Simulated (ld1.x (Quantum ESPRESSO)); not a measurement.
**Which change was made? (Ta, TM semilocal)**

```json
{
  "Element": "Ta (Z = 73)",
  "Generator": "ld1.x (Quantum ESPRESSO) 7.5",
  "Type": "norm-conserving Troullier–Martins (semilocal form)",
  "Functional": "PBE",
  "Relativity": "scalar-relativistic",
  "Frozen core": "[Xe] 4f14",
  "Valence charge": "5",
  "Reference configuration": "5d3 6s1.75 6p0.25",
  "Partial waves": "6s (bound): rc 2.15 bohr; 6p (bound): rc 2.85 bohr; 5d (bound): rc 2.75 bohr",
  "Local potential": "the d channel",
  "Core correction": "none"
}
```

Cutoffs, loose and tight: the cutoffs (Ry, on a coarse ladder) from which the occupation-weighted sum of valence levels, in a spherical-Bessel basis at the reference potential, stays within 10 and 1 mRy of its value at 400 Ry. They do not see the model core or the augmentation charge, which bear on the density cutoff. Test errors are all-electron minus pseudo excitation energies from the reference, over the configurations 5d3 6s2 6p0; 5d3 6s1 6p0; 5d3 6s0 6p0; 5d2 6s0 6p0; 5d3 6s1 6p1; 5d1 6s0 6p0; 5d4 6s0 6p0; variants that change the core or the reference have their own tests.

The base gives: outcome: generated; cutoff, loose: 25 Ry; cutoff, tight: 35 Ry; bound ghosts: none; largest test error (meV): +474.

Problem. After one change the result is: outcome: failed: new_paw_hamiltonian: negative rho. Which change was it?
A. reference 5d3 6s1.5 6p0
B. wave 5d (bound): rc 2.75 bohr becomes 5d (bound): rc 1.68 bohr
C. type PAW, which also changes the form from semilocal to separable; waves now 6s (bound): rcut 1.85, rcutus 2.15 bohr; 6s channel at 2.55 Ry: rcut 1.85, rcutus 2.15 bohr; 6p (bound): rcut 2.50, rcutus 2.85 bohr; 6p channel at 1.25 Ry: rcut 2.50, rcutus 2.85 bohr; 5d (bound): rcut 2.40, rcutus 2.75 bohr; 5d channel at 0.25 Ry: rcut 2.40, rcutus 2.75 bohr; local potential all-electron potential smoothed inside 2.30 bohr (lloc = -1); core correction a·sin(br)/r model core, default radius (ld1.x builds one for every PAW set, though the input has nlcc=.false.); augmentation BESSEL, radius 1.60 bohr
D. core [Kr] 4d10 4f14 5s2, valence charge 11; reference 5p6 5d3 6s1 6p0; waves now 5p (bound): rc 1.70 bohr; 5d (bound): rc 2.35 bohr; 6s (bound): rc 2.50 bohr; local potential the s channel; core correction a·sin(br)/r model core, default radius (core density twice the valence density)
E. core correction a·sin(br)/r model core inside 1.14 bohr

Solution. C. The others give: core [Kr] 4d10 4f14 5s2, valence charge 11; reference 5p6 5d3 6s1 6p0; waves now 5p (bound): rc 1.70 bohr; 5d (bound): rc 2.35 bohr; 6s (bound): rc 2.50 bohr; local potential the s channel; core correction a·sin(br)/r model core, default radius (core density twice the valence density) → outcome: generated; cutoff, loose: 45 Ry; cutoff, tight: 80 Ry; bound ghosts: none; largest test error (meV): +139 | core correction a·sin(br)/r model core inside 1.14 bohr → outcome: generated; cutoff, loose: 25 Ry; cutoff, tight: 35 Ry; bound ghosts: none; largest test error (meV): -758 | wave 5d (bound): rc 2.75 bohr becomes 5d (bound): rc 1.68 bohr → outcome: generated; cutoff, loose: 30 Ry; cutoff, tight: 45 Ry; bound ghosts: none; largest test error (meV): +442 | reference 5d3 6s1.5 6p0 → outcome: generated; cutoff, loose: 25 Ry; cutoff, tight: 35 Ry; bound ghosts: none; largest test error (meV): +168. In the semilocal form every listed channel keeps its own potential, so the choice of the local channel does not act on these tests. It acts once the file is put into the separable form.
